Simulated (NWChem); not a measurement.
System: CF cation, singlet

```xyz
2

C      0.0000     0.0000    -0.6977
F      0.0000     0.0000     0.4710
```
Atoms are numbered in this order, from 1.

All runs: NWChem. Low-valent species are run as closed-shell singlets; no triplet was tried in these runs. Coordinates come from a B3LYP/6-31G* (spherical d) optimisation. GIAO values for the isolated, static molecule; σ is the absolute isotropic shielding, δ = σ(reference) − σ with the isolated reference molecule computed at the same levels (13C: tetramethylsilane, 19F: trichlorofluoromethane).

### Question
What does the run give for PBE/pcSseg-1? Quantities: δ C1 (ppm); δ F2 (ppm).

### Answer
```yaml
"δ C1 (ppm)": 229.3
"δ F2 (ppm)": 247.8
```
